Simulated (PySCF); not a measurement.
C2H7Si, SMILES C[SiH]C (connectivity only; charge and spin as stated), charge +1, multiplicity 1.

Geometry optimised at PBE-D3(BJ)/def2-SVP. The spin state was assumed, not searched. The isomer is the one that the SMILES or the coordinates give; other isomers of the formula were not compared.

Computed with TDA-LC-ωPBE/def2-SVPD (PySCF).

Vertical excitations. The molecule is in vacuum. State labels are in the subgroup C2v.

Computed lowest excited states:
| state | symmetry | energy (eV) | λ (nm) | f | main pairs |
|---|---|---|---|---|---|
| S1 | A2 | 5.75 | 216 | 0.000 | HOMO→LUMO 97 % |
| S2 | B2 | 5.84 | 212 | 0.001 | HOMO−1→LUMO 98 % |
| S3 | A2 | 8.14 | 152 | 0.000 | HOMO−3→LUMO 97 % |
| S4 | B1 | 8.27 | 150 | 0.130 | HOMO−2→LUMO 94 % |
| S5 | B2 | 8.72 | 142 | 0.005 | HOMO−5→LUMO 96 % |
| S6 | A1 | 8.74 | 142 | 0.011 | HOMO−4→LUMO 95 % |
| S7 | B1 | 9.88 | 125 | 0.348 | HOMO→LUMO+1 83 % |
| S8 | A1 | 10.16 | 122 | 0.103 | HOMO−1→LUMO+1 86 % |
| S9 | B1 | 10.69 | 116 | 0.175 | HOMO−1→LUMO+2 49 %, HOMO→LUMO+6 18 %, HOMO→LUMO+3 13 % |
| S10 | A1 | 10.95 | 113 | 0.017 | HOMO→LUMO+2 88 % |
| T1 | A2 | 5.15 | 241 | 0 | HOMO→LUMO 96 % |
| T2 | B2 | 5.22 | 238 | 0 | HOMO−1→LUMO 94 % |
| T3 | B1 | 7.51 | 165 | 0 | HOMO−2→LUMO 96 % |
| T4 | A1 | 7.71 | 161 | 0 | HOMO−4→LUMO 96 % |
Triplets are in the Tamm–Dancoff approximation.
